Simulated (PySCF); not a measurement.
Point-charge models of `COC1=PC=PC(C)=C1` against its computed dipole.

Coordinates (GFN2-xTB, Å) and charges (e) from the PBE0/pcSseg-1 density (PySCF):

```csv
atom,x,y,z,Mulliken,IAO,Hirshfeld,ESP-fitted
C1,3.119,-0.574,0.412,-0.0489,-0.2128,-0.0388,-0.1639
O2,1.838,-0.989,0.020,-0.4572,-0.3066,-0.0972,-0.3170
C3,0.827,-0.085,0.139,-0.0299,+0.0015,+0.0262,+0.6391
C4,-0.406,-0.580,-0.280,-0.0212,-0.1623,-0.0638,-0.7621
C5,-1.631,0.050,-0.304,-0.5268,-0.1818,-0.0369,+0.5627
C6,-2.812,-0.725,-0.817,-0.1696,-0.4216,-0.1191,-0.5423
P7,-1.959,1.692,0.211,+0.4742,+0.3506,+0.0726,-0.3031
C8,-0.408,2.248,0.715,-0.6896,-0.6170,-0.1709,-0.0505
P9,1.155,1.520,0.769,+0.4028,+0.2944,+0.0621,-0.3200
H10,3.139,-0.295,1.472,+0.1263,+0.1432,+0.0391,+0.1081
H11,3.780,-1.423,0.243,+0.1354,+0.1663,+0.0578,+0.1387
H12,3.457,0.283,-0.183,+0.1261,+0.1431,+0.0391,+0.1064
H13,-0.369,-1.605,-0.634,+0.1020,+0.1579,+0.0476,+0.2493
H14,-2.962,-1.629,-0.228,+0.1377,+0.1567,+0.0497,+0.1532
H15,-3.718,-0.123,-0.768,+0.1224,+0.1510,+0.0416,+0.1553
H16,-2.650,-1.025,-1.852,+0.1385,+0.1572,+0.0497,+0.1539
H17,-0.405,3.273,1.077,+0.1778,+0.1802,+0.0415,+0.1921
```

Question: Form Σ q r in debye for every column and set it beside the full dipole.

Answer: The full density gives (1.08, -1.44, -0.31) D, 1.82 D in size; dipole vectors point from the negative to the positive end.

```csv
scheme,μx,μy,μz,size (D),share of the full size (%),angle to the full dipole (°)
Mulliken,0.72,1.43,0.61,1.72,94,118
IAO,1.09,0.64,0.42,1.33,73,87
Hirshfeld,0.72,-0.43,-0.02,0.84,46,24
ESP-fitted,1.05,-1.41,-0.30,1.78,98,0
```

Question: Which set comes closest?

Answer: Length of the difference vector: ESP-fitted 0.04 D, Hirshfeld 1.11 D, IAO 2.20 D, Mulliken 3.04 D. Closest: ESP-fitted. The schemes that divide the density aren't constrained to reproduce the dipole.

Question: What is left for the Hirshfeld atoms' own dipoles?

Answer: The Hirshfeld atoms' densities add up to the full density, so μ = Σ q r + Σ (atomic dipoles). The atomic dipoles sum to (1.08, -1.44, -0.31) − (0.72, -0.43, -0.02) = (0.36, -1.01, -0.29) D, 1.11 D in size.

Question: With the origin at the mean of the coordinates, (0.000, 0.001, -0.001) Å, which are the largest single terms, by size, of the Mulliken dipole along the direction of the full one?

Answer: C8 +7.07, P7 -5.76, O2 -4.09, H17 -2.57, C5 +2.41 D; all 17 atoms together -0.81 D. The single terms depend on the origin, their sum doesn't.

Question: Give the size of the full dipole in other units.

Answer: 1.82 D = 0.717 au = 0.379 e·Å = 6.08 × 10⁻³⁰ C·m.

The structure is a single GFN2-xTB conformer in the gas phase; no vibrational or solvent corrections.

The values belong to the conformer `[CH3:1][O:2][c:3]1[cH:4][c:5]([CH3:6])[p:7][cH:8][p:9]1`: C1–O2–C3–C4 180°.
